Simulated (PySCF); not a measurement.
# Energy of Al⁺ (aluminium, charge +1) between two integer charges

The 3s beta orbital of [Ne] 3s2 is emptied in steps (occupation f), with all orbitals relaxed, ending at [Ne] 3s1. Calculation: PySCF 2.14, in def2-TZVPPD (6s5p4d1f, 48 functions); no relativity, point nucleus. The exact energy is a straight line in f; departures are measured from the line between the end points of the same method.

```
   f  UHF (eV)  LDA (eV)  PBE (eV)  PBE0 (eV)  r2SCAN (eV)  LC-wPBE (eV)  BHandHLYP (eV)  B3LYP (eV)  HSE06 (eV)
   1     0.000     0.000     0.000      0.000        0.000         0.000           0.000       0.000       0.000
0.75     0.038    -0.751    -0.749     -0.550       -0.632        -0.060          -0.402      -0.623      -0.622
 0.5     0.048    -0.994    -0.999     -0.731       -0.810        -0.087          -0.547      -0.835      -0.825
0.25     0.034    -0.737    -0.746     -0.545       -0.574        -0.079          -0.423      -0.630      -0.618
   0     0.000     0.000     0.000      0.000        0.000         0.000           0.000       0.000       0.000
```

| method | E(f=0) − E(f=1) (eV) | −ε at f=1 (eV) | −ε at f=0.5 (eV) |
| --- | --- | --- | --- |
| UHF | 17.531 | 17.748 | 17.520 |
| LDA | 18.915 | 14.898 | 18.952 |
| PBE | 18.783 | 14.788 | 18.787 |
| PBE0 | 18.675 | 15.737 | 18.686 |
| r2SCAN | 18.385 | 14.926 | 18.529 |
| LC-wPBE | 18.622 | 18.308 | 18.576 |
| BHandHLYP | 18.711 | 16.598 | 18.658 |
| B3LYP | 18.929 | 15.620 | 18.910 |
| HSE06 | 18.678 | 15.351 | 18.691 |

Orbital energy along the path (eV):

```
   f      UHF      LDA      PBE     PBE0   r2SCAN  LC-wPBE  BHandHLYP    B3LYP    HSE06
   1  -17.748  -14.898  -14.788  -15.737  -14.926  -18.308    -16.598  -15.620  -15.351
0.75  -17.624  -16.928  -16.784  -17.213  -16.784  -18.450    -17.613  -17.256  -17.030
 0.5  -17.520  -18.952  -18.787  -18.686  -18.529  -18.576    -18.658  -18.910  -18.691
0.25  -17.432  -20.923  -20.803  -20.158  -20.062  -18.765    -19.776  -20.595  -20.335
   0  -17.357  -22.670  -22.017  -20.950  -20.782  -18.966    -20.978  -22.179  -21.274
```

Reference removal energy between the ground levels: 18.829 eV (measured; NIST Atomic Spectra Database, ionization energies). UHF lacks correlation.
